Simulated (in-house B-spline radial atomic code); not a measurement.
Neutral titanium: [Ar] 3d2 4s2

Method: non-relativistic RPBE, spin-polarised, spherical fractional occupations, point nucleus. Calculated with a B-spline radial code for spherical atoms.

Screening seen three ways: the hydrogenic charge with the same mean radius, Z_r = [3n² - l(l+1)]/(2<r>), the one with the same energy, Z_e = n√(-2ε), and Slater's rules. Values are occupation-weighted means over spin.

```
shell  electrons   ε (eV)  <r> (bohr)    Z_r    Z_e  Slater
   1s          2  -4837.1     0.07015  21.38  18.86   21.70
   2s          2   -530.8      0.3274  18.33  12.49   17.85
   2p          6  -443.11      0.2908  17.19  11.41   17.85
   3s          2  -61.656       1.014  13.31   6.39   10.75
   3p          6  -38.577       1.089  11.48   5.05   10.75
   3d          2  -4.9591       1.566   6.70   1.81    3.65
   4s          2  -4.3373       3.584   6.70   2.26    3.15
```

The least bound orbital is 4s down at -4.097 eV, and it is also the most diffuse (<r> = 3.667 bohr). The part-filled 3d shell lies below the filled 4s shell in orbital energy.
